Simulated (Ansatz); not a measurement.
Start from `[F][Ti]([F])([Cl])[Cl]` and change one atom or group to get `[F][Ti]([F])([Cl])[I]`.

Ansatz, PBE0-D4/def2-TZVP geometries, multiplicity 1. 

Elements past krypton have def2 core potentials. Scalar relativity is left out up to krypton.

```json
{"property": "zero-point energy (PBE0-D4/def2-TZVP) / kJ/mol", "`[F][Ti]([F])([Cl])[Cl]`": "20.3"}
{"property": "LUMO energy (PBE/def2-TZVPP) / eV", "`[F][Ti]([F])([Cl])[Cl]`": "-4.40"}
{"property": "size of the dipole moment (PBE/def2-TZVPP) / D", "`[F][Ti]([F])([Cl])[Cl]`": "0.20"}
{"property": "HOMO energy (B3LYP/def2-TZVPP) / eV", "`[F][Ti]([F])([Cl])[Cl]`": "-9.59"}
{"property": "size of the dipole moment (ωB97M-V/def2-TZVPP) / D", "`[F][Ti]([F])([Cl])[Cl]`": "0.20"}
{"property": "ideal-gas entropy at 298 K and 1 bar (rigid rotor, harmonic PBE0-D4/def2-TZVP) / J/(mol·K)", "`[F][Ti]([F])([Cl])[Cl]`": "345"}
```

Question: Give the same properties after the change, and the shifts. (An estimate is asked.)

Answer: The calculation gave: 
```csv
property,`[F][Ti]([F])([Cl])[I]`,shift
zero-point energy (PBE0-D4/def2-TZVP) / kJ/mol,18.7,-1.6
LUMO energy (PBE/def2-TZVPP) / eV,-4.38,0.02
size of the dipole moment (PBE/def2-TZVPP) / D,0.61,0.41
HOMO energy (B3LYP/def2-TZVPP) / eV,-8.21,1.38
size of the dipole moment (ωB97M-V/def2-TZVPP) / D,0.38,0.18
"ideal-gas entropy at 298 K and 1 bar (rigid rotor, harmonic PBE0-D4/def2-TZVP) / J/(mol·K)",371,26
```

Dipoles are sizes alone; their direction can turn.

B3LYP here is the variant with VWN-RPA as its local correlation; programs differ in this.

Spin–orbit coupling is left out; it splits and shifts lone-pair levels of the heavy atoms by tenths of an eV.
